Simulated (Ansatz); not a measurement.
C2H6FOSc (`C[O][Sc]([CH3])[F]`) at its PBE0-D4/def2-TZVP geometry, where that method's forces vanish. Total charge 0; spin multiplicity 1.

```xyz
11

C     0.2994    2.3267   -0.5391
O     0.2885    1.0440   -0.0090
Sc    0.4185   -0.5821    0.8690
C    -0.6722   -2.2601   -0.0293
F     1.4015   -0.8811    2.4145
H     0.9264    2.9996    0.0578
H     0.6876    2.3190   -1.5640
H    -0.7143    2.7424   -0.5683
H    -1.7348   -2.0261   -0.1758
H    -0.6208   -3.1768    0.5698
H    -0.2798   -2.5054   -1.0255
```

What forces (eV/Å) does B3LYP-D4/def2-TZVPP give on these atoms in Ansatz 0.2.0? (An estimate is asked.)

Computed: 
```
C1  -0.001  0.364 -0.156
O2  -0.023 -0.074 -0.003
Sc3 -0.046 -0.092 -0.025
C4  -0.097 -0.151 -0.074
F5   0.141 -0.048  0.223
H6  -0.029 -0.028 -0.029
H7  -0.019  0.005  0.048
H8   0.050 -0.016 -0.001
H9   0.038 -0.006  0.007
H10 -0.002  0.036 -0.025
H11 -0.010  0.011  0.034
```

B3LYP here is the variant with VWN-RPA as its local correlation; programs differ in this.
